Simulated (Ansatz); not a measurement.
Reaction (ligand exchange at the Si–N bond): `N[Si@H](O)N[Si@@H](N)F` + `[OH][SnH3]` → `N[SiH](F)[O][SnH3]` + `N[SiH](N)O`

Gas-phase electronic energies from Ansatz, PBE0-D4/def2-TZVP geometries. CCSD(T)/CBS is the MP2 limit (def2-TZVPP, def2-QZVPP) plus CCSD(T) − MP2 in def2-TZVPP, frozen cores. DFT in def2-TZVPP. B3LYP here is the variant with VWN-RPA as its local correlation; programs differ in this. Elements past krypton have def2 core potentials. For Sn outer-core shells are correlated without core-valence functions, which leaves a few kJ/mol of doubt a bond. One conformer a species, not always the lowest.

| level | ΔE (kcal/mol) |
| --- | --- |
| ωB97X-V | -12.6 |
| B2PLYP | -13.3 |
| r2SCAN | -12.6 |
| PBE0 | -11.8 |
| B3LYP | -13.3 |
| HF/def2-TZVPP | -17.2 |
| SCS-MP2/def2-TZVPP | -13.7 |
| CCSD(T)/def2-TZVPP | -12.9 |

Question: What does CCSD(T)/CBS give? (Best estimate.)

Answer: Ansatz gave: -13.2 kcal/mol. The listed levels differ from it by 0.6, -0.1, 0.6, 1.4, -0.1, -4.0, -0.5, 0.3 kcal/mol.

Largest T1 diagnostic among the species: 0.014.

From PBE to PBE0 (25 % exact exchange), in def2-TZVPP and without D4, ΔE moves by −1.0 kcal/mol. In def2-TZVPP, CCSD(T) changes the Hartree–Fock value by +4.4 kcal/mol (the triples alone add +0.8 kcal/mol) and MP2 by +4.5 kcal/mol. The D4 term adds +1.2 kcal/mol with B3LYP and +0.7 kcal/mol with PBE0; it sums over pairs of atoms, weighted by their polarisabilities, and B3LYP, whose exchange is more repulsive, gets the larger term.
